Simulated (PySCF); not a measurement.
CH7GeNO, SMILES [GeH2]([NH]C)[OH].

Geometry optimised at ωB97X-D3(BJ)/def2-SVP. This is a generated structure with no PubChem entry under its InChIKey; it may be hypothetical. One conformer was computed; it need not be the lowest.

Calculation: TDA-CAM-B3LYP/def2-SVPD (PySCF).

Vertical excitations. 

Computed lowest excited states:
| state | energy (eV) | λ (nm) | f | main pairs |
|---|---|---|---|---|
| S1 | 5.97 | 208 | 0.025 | HOMO→LUMO 77 % |
| S2 | 6.82 | 182 | 0.076 | HOMO→LUMO+1 71 %, HOMO→LUMO 14 % |
| S3 | 7.18 | 173 | 0.006 | HOMO→LUMO+2 64 %, HOMO→LUMO+1 15 % |
| S4 | 7.24 | 171 | 0.014 | HOMO→LUMO+3 84 % |
| S5 | 7.32 | 169 | 0.017 | HOMO−1→LUMO 71 %, HOMO−1→LUMO+1 12 % |
| S6 | 7.65 | 162 | 0.006 | HOMO→LUMO+4 70 %, HOMO→LUMO+5 11 % |
| S7 | 7.79 | 159 | 0.005 | HOMO→LUMO+5 79 % |
| S8 | 8.22 | 151 | 0.028 | HOMO→LUMO+6 51 %, HOMO−2→LUMO 20 % |
| S9 | 8.42 | 147 | 0.044 | HOMO−2→LUMO 33 %, HOMO→LUMO+6 26 %, HOMO−1→LUMO+1 12 % |
| S10 | 8.48 | 146 | 0.043 | HOMO−1→LUMO+1 49 %, HOMO−2→LUMO 19 % |
| T1 | 5.60 | 221 | 0 | HOMO→LUMO 75 %, HOMO→LUMO+2 15 % |
| T2 | 6.26 | 198 | 0 | HOMO→LUMO+1 71 % |
| T3 | 6.81 | 182 | 0 | HOMO→LUMO+2 32 %, HOMO→LUMO+3 25 %, HOMO→LUMO+1 16 %, HOMO→LUMO 12 % |
| T4 | 6.88 | 180 | 0 | HOMO−1→LUMO 65 %, HOMO−1→LUMO+1 23 % |
Triplets are in the Tamm–Dancoff approximation.
